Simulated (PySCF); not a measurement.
Dibromodichloromethane, CBr2Cl2.
SMILES with atom numbers: `[Cl:1][C:2]([Cl:3])([Br:4])[Br:5]`

Geometry (PBE0-D3(BJ)/def2-SVP, Å), atoms numbered from 1 in this order:
```
atom  x, y, z in Å
Cl1    0.0554   -0.9127   -1.5498
C2    -0.0068   -0.0498   -0.0147
Cl3   -0.6936   -1.0916    1.2314
Br4   -1.1096    1.5385   -0.2086
Br5    1.7889    0.4815    0.5026
```

The calculation used core-valence-separated Tamm–Dancoff BHandHLYP/aug-pcX-1 (def2-SVPD on Cl, def2-SVPD on Br) in PySCF, non-relativistic, gas phase, PBE0-D3(BJ)/def2-SVP geometry. The energies are unshifted.

The lowest roots of each edge with f over 0.003 (five at most, numbered afresh; weaker and dark ones are left out), with transition dipoles (au) in the frame of the coordinates:

| root | edge | E (eV) | f | μx | μy | μz |
| --- | --- | --- | --- | --- | --- | --- |
| 1 | C | 287.55 | 0.0843 | 0.0995 | -0.0385 | 0.0244 |
| 2 | C | 287.69 | 0.0616 | 0.0311 | 0.0872 | 0.0136 |
| 3 | C | 288.35 | 0.0864 | 0.0291 | 0.0077 | -0.1064 |
| 4 | C | 288.68 | 0.0237 | -0.0173 | -0.0543 | -0.0105 |

Question: Molecules are fixed in this frame and the field points along y. What effective strengths 3 f cos²θ do the roots have (θ between field and μ)?

Answer: root 1 (C2): 0.031, root 2 (C2): 0.161, root 3 (C2): 0.001, root 4 (C2): 0.063. Root 2 is the strongest. Averaged over all orientations cos²θ is 1/3, which gives f back.

 The BHandHLYP/aug-pcX-1 (def2-SVPD on Cl, def2-SVPD on Br) calculation is non-relativistic and has no spin–orbit coupling, an omission that weighs most on bromine.
